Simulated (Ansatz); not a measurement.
Al(NH3)F3 (AlNF3H3). Total charge 0; singlet. Geometry r2SCAN-D4/def2-SVP, basis def2-TZVP, Ansatz.

| run | HOMO (eV) | LUMO (eV) |
| --- | --- | --- |
| A | -8.53 | -1.47 |
| B | -8.16 | -1.29 |
| C | -10.33 | -0.51 |
| D | -9.92 | -0.88 |
| E | -10.03 | -0.91 |
| F | -15.60 | 2.10 |

B3LYP takes the VWN-RPA correlation. HSE06 is defined as in plane-wave codes, on full-range PBE exchange.

Question: The runs used B3LYP, HF, HSE06, LDA (SPW92), PBE0, revPBE. Estimate which is which.

Answer: A LDA (SPW92) (0 % exact exchange); B revPBE (0 % exact exchange); C PBE0 (25 % exact exchange); D HSE06 (range-separated); E B3LYP (20 % exact exchange); F HF (100 % exact exchange). Exact exchange lowers occupied and raises empty levels; among semilocal functionals meta-GGAs tend to open the gap a little, and such runs are hard to tell apart. The gap grows from 6.87 eV (revPBE) to 17.69 eV (HF).
